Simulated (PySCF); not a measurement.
## Peak assignment

Geometry (Å), atoms numbered from 1 in this order:
```xyz
10

C     2.280    0.080    0.067
C     1.156   -0.289    0.236
C    -0.221   -0.700    0.429
C    -1.161    0.482    0.248
F    -2.443    0.116    0.428
F    -1.089    1.017   -0.977
F    -0.922    1.470    1.119
H     3.272    0.388   -0.077
H    -0.366   -1.095    1.438
H    -0.496   -1.464   -0.304
```

- B3LYP/pcJ-1 coupling constants (spin–dipole term only in couplings to heteroatoms)
- PBE0/pcSseg-1 with gauge-including orbitals
- GFN2-xTB geometry
- code: PySCF
- averaged over atoms made equivalent by symmetry, fast rotation or ring inversion, non-relativistic, no solvent, one computed conformer

δ = σ(ref) − σ, references computed at the same level: TMS for ¹³C (186.93 ppm), ¹H (31.72 ppm).

Task: Assign these signals to the numbered atoms. ¹³C{¹H} NMR (computed): δ 134.2 (C, q, J = 346.5 Hz), 80.6 (CH), 78.2 (C, q, J = 3.6 Hz), 29.0 (CH2, q, J = 32.8 Hz).

Result: 
| δ (ppm) | atoms | environment | reason |
| --- | --- | --- | --- |
| 134.2 | C4 | CF3 carbon | 3 electronegative neighbours deshield it |
| 80.6 | C1 | terminal alkyne carbon | sp carbons lie upfield of alkene carbons because the cylindrical π system leaves one tensor component strongly shielded |
| 78.2 | C2 | alkyne carbon | the triple bond shields along its axis, which puts it between sp3 and sp2 carbons |
| 29.0 | C3 | propargylic sp3 CH2 | a saturated carbon with 2 carbon neighbours and no heteroatom attached |

Task: Assign these signals to the numbered atoms. ¹H NMR (500 MHz, computed): δ 3.06 (qd, J = 7.8, 3.8 Hz, 2H), 1.63 (t, J = 3.8 Hz, 1H).

Result: 
3.06 → H9/H10, hydrogen on a propargylic sp3 CH2
1.63 → H8, hydrogen on a terminal alkyne carbon: it lies on the axis of the triple bond, in its shielding cone

C–F couplings over four or more bonds (about 3 Hz to the para carbon of a fluoroarene) are left out. Common functionals overestimate the size of one-bond C–F couplings by tens of Hz; these are unscaled. Splittings below 1 Hz are ignored in the labels, and close J values are merged. Shifts are as computed. Against solution values, carbons near 30 ppm lie about +3 ppm off and those near 130 ppm about +5 ppm. Of 1211 compounds with measured shifts, 218 miss one by over three times the rms of a fit or turn the order of signals round; such compounds aren't used in these exercises.
